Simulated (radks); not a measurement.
Results of a calculation; reference values are marked as such.
Ionisation of neutral bismuth, [Hg] 6p3, to [Hg] 6p2 as the strength of local exchange is varied. Level of theory: scalar-relativistic Kohn-Sham, Slater X-alpha exchange (alpha = 2/3 is LDA exchange), no correlation, spin-polarised, spherical densities, finite nucleus; open shells are filled with parallel spins first (spin-orbit coupling, left out, can overturn this in heavy ions); Fermi nuclear charge, rms radius 5.5211 fm (a radial shooting solver on a logarithmic mesh with Libxc functionals).

alpha = 0.615: E(Bi) (hartree) -21475.0086; exchange (hartree) -344.8507; IE (eV) 7.404; -e of the level emptied (eV) 4.161 (6p); <r> of it (bohr) 3.136
alpha = 0.667: E(Bi) (hartree) -21504.3702; exchange (hartree) -374.5389; IE (eV) 7.875; -e of the level emptied (eV) 4.581 (6p); <r> of it (bohr) 3.079
alpha = 0.695: E(Bi) (hartree) -21520.1976; exchange (hartree) -390.5589; IE (eV) 8.135; -e of the level emptied (eV) 4.814 (6p); <r> of it (bohr) 3.050
alpha = 0.801: E(Bi) (hartree) -21580.2247; exchange (hartree) -451.4223; IE (eV) 9.149; -e of the level emptied (eV) 5.736 (6p); <r> of it (bohr) 2.947
alpha = 0.833: E(Bi) (hartree) -21598.3800; exchange (hartree) -469.8633; IE (eV) 9.465; -e of the level emptied (eV) 6.026 (6p); <r> of it (bohr) 2.918
alpha = 0.857: E(Bi) (hartree) -21612.0068; exchange (hartree) -483.7145; IE (eV) 9.705; -e of the level emptied (eV) 6.248 (6p); <r> of it (bohr) 2.897
alpha = 0.964: E(Bi) (hartree) -21672.8674; exchange (hartree) -545.6803; IE (eV) 10.808; -e of the level emptied (eV) 7.272 (6p); <r> of it (bohr) 2.809
alpha = 1.016: E(Bi) (hartree) -21702.5080; exchange (hartree) -575.9200; IE (eV) 11.362; -e of the level emptied (eV) 7.791 (6p); <r> of it (bohr) 2.769

NIST Atomic Spectra Database: 7.286 eV (measured). The central value is not met in this range of alpha. Open shells are spherical and high-spin; term and fine-structure splittings are not resolved. Spin-orbit splitting is averaged out at the scalar-relativistic level.
